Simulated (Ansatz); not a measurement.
Program: Ansatz. Geometries: PBE0-D4/def2-TZVP. ΔE: electronic, gas phase. CCSD(T)/CBS is the MP2 limit (def2-TZVPP, def2-QZVPP) plus CCSD(T) − MP2 in def2-TZVPP, frozen cores. Functionals use def2-TZVPP. B3LYP here is the variant with VWN-RPA as its local correlation; programs differ in this. For Ge, Se outer-core shells are correlated without core-valence functions, which leaves a few kJ/mol of doubt a bond. Scalar relativity is left out up to krypton. One conformer a species, not always the lowest.

Reaction (redistribution): `[OH][GeH2][SH]` + `OCOB[SeH]` → `[OH][GeH]([SH])[SeH]` + `BOCO`

`[OH][GeH2][SH]`:

Z-matrix (Å, degrees):
```
Ge
S 1 2.219
O 1 1.777 2 110.8
H 1 1.530 2 112.3 3 115.5
H 1 1.537 2 104.7 3 -120.2
H 2 1.343 1 94.0 3 -65.1
H 3 0.960 1 112.2 2 -50.4
```

`OCOB[SeH]`:

```xyz
10

O    -0.147    2.123    0.636
C    -0.070    0.752    0.548
O     0.025    0.366   -0.811
B     0.007   -0.902   -1.254
Se   -0.157   -2.530   -0.193
H     0.670    2.502    0.298
H     0.801    0.346    1.080
H    -0.992    0.357    0.982
H     0.105   -1.087   -2.429
H    -0.242   -1.927    1.143
```

`[OH][GeH]([SH])[SeH]`:

Cartesian coordinates in Å:
```
O 1.647 0.382 -0.377
Ge 0.123 0.265 0.524
S -1.569 0.746 -0.826
Se -0.320 -1.883 1.362
H 1.697 -0.255 -1.095
H 0.315 1.242 1.686
H -0.925 1.789 -1.380
H -0.967 -2.287 0.106
```

`BOCO`:

Cartesian coordinates in Å:
```
B -0.703 -1.355 0.389
O 0.375 -0.655 -0.003
C 0.415 0.757 0.091
O 0.243 1.342 -1.149
H -1.641 -0.787 0.881
H -0.667 -2.540 0.236
H 1.385 1.007 0.535
H -0.400 1.115 0.725
H 0.994 1.115 -1.705
```

| level | ΔE (kcal/mol) | difference from CCSD(T)/CBS |
| --- | --- | --- |
| r2SCAN-D4 | 0.1 | 0.6 |
| ωB97X-V | -0.8 | -0.3 |
| ωB97M-V | -1.0 | -0.5 |
| B2PLYP | -1.1 | -0.6 |
| PBE | 0.2 | 0.7 |
| r2SCAN | 0.2 | 0.7 |
| B3LYP | -1.1 | -0.6 |
| HF/def2-TZVPP | -2.3 | -1.8 |
| MP2/def2-TZVPP | -1.0 | -0.5 |
| SCS-MP2/def2-TZVPP | -1.3 | -0.8 |
| CCSD(T)/def2-TZVPP | -0.3 | 0.2 |
| HF/def2-QZVPP | -2.2 | -1.7 |
| MP2/def2-QZVPP | -1.1 | -0.6 |
| SCS-MP2/def2-QZVPP | -1.3 | -0.8 |
| HF/CBS(def2) | -2.2 | -1.7 |
| MP2/CBS(def2) | -1.2 | -0.7 |
| CCSD(T)/CBS | -0.5 | 0 |

Largest T1 diagnostic among the species: 0.013.

In def2-TZVPP, CCSD(T) changes the Hartree–Fock value by +1.9 kcal/mol (the triples alone add +0.2 kcal/mol) and MP2 by +1.3 kcal/mol.
